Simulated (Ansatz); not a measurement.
Reaction (substitution at a C–Al bond): `[CH3][Al]([CH3])[N]=C=O` + `NB(O)O[SiH3]` → `COB(N)O[SiH3]` + `[CH3][AlH][N]=C=O`

Computed with Ansatz on PBE0-D4/def2-TZVP structures; ΔE is electronic, products minus reactants. CCSD(T)/CBS is the MP2 limit (def2-TZVPP, def2-QZVPP) plus CCSD(T) − MP2 in def2-TZVPP, frozen cores. Functionals use def2-TZVPP. B3LYP here is the variant with VWN-RPA as its local correlation; programs differ in this. Each species was taken in one conformer, which may not be the lowest.

`[CH3][Al]([CH3])[N]=C=O`:

```xyz
12

C    -0.954   -1.539   -0.806
Al   -0.056   -0.044    0.049
C    -0.245    0.545    1.889
N     1.071    0.890   -0.970
C     1.826    1.516   -1.652
O     2.564    2.128   -2.319
H    -0.227   -2.291   -1.130
H    -1.483   -1.213   -1.707
H    -1.676   -2.034   -0.151
H    -0.602    1.579    1.930
H    -0.938   -0.072    2.466
H     0.722    0.534    2.401
```

`NB(O)O[SiH3]`:

```xyz
11

N     0.500   -1.317    1.534
B     0.025   -0.284    0.701
O    -0.745    0.767    1.144
O     0.340   -0.313   -0.633
Si   -0.059    0.734   -1.839
H     1.059   -2.063    1.161
H     0.325   -1.386    2.518
H    -0.945    0.756    2.080
H     0.553    0.199   -3.080
H    -1.532    0.815   -2.014
H     0.480    2.092   -1.572
```

`COB(N)O[SiH3]`:

```xyz
14

C    -1.693    0.638   -1.533
O    -1.355    1.062   -0.232
B    -0.293    0.506    0.423
N    -0.005    0.962    1.724
O     0.453   -0.470   -0.202
Si    1.722   -1.428    0.174
H    -2.553    1.225   -1.858
H    -1.961   -0.422   -1.553
H    -0.869    0.798   -2.234
H    -0.555    1.679    2.159
H     0.764    0.629    2.275
H     2.339   -1.018    1.468
H     1.266   -2.836    0.288
H     2.739   -1.322   -0.900
```

`[CH3][AlH][N]=C=O`:

Cartesian coordinates in Å:
```
C -1.287 -0.651 0.868
Al -0.476 0.215 -0.664
N 1.271 0.537 -0.612
C 2.444 0.761 -0.597
O 3.591 0.979 -0.580
H -2.375 -0.708 0.791
H -0.906 -1.672 0.978
H -1.037 -0.125 1.795
H -1.226 0.664 -1.978
```

```csv
level,ΔE (kJ/mol),difference from CCSD(T)/CBS
PBE-D4,99.0,-2.7
r2SCAN-D4,102.1,0.4
PBE0-D4,99.6,-2.1
B3LYP-D4,93.1,-8.6
ωB97X-V,93.1,-8.6
ωB97M-V,99.7,-2.0
PBE,100.3,-1.4
r2SCAN,102.5,0.8
B3LYP,95.1,-6.6
HF/def2-TZVPP,84.2,-17.5
CCSD/def2-TZVPP,97.4,-4.3
CCSD(T)/def2-TZVPP,98.5,-3.2
MP2/def2-QZVPP,107.3,5.6
SCS-MP2/def2-QZVPP,99.2,-2.5
HF/CBS(def2),83.8,-17.9
MP2/CBS(def2),108.8,7.1
CCSD(T)/CBS,101.7,0
```

Largest T1 diagnostic among the species: 0.015.

In def2-TZVPP, CCSD(T) changes the Hartree–Fock value by +14.3 kJ/mol (the triples alone add +1.0 kJ/mol) and MP2 by +21.3 kJ/mol.
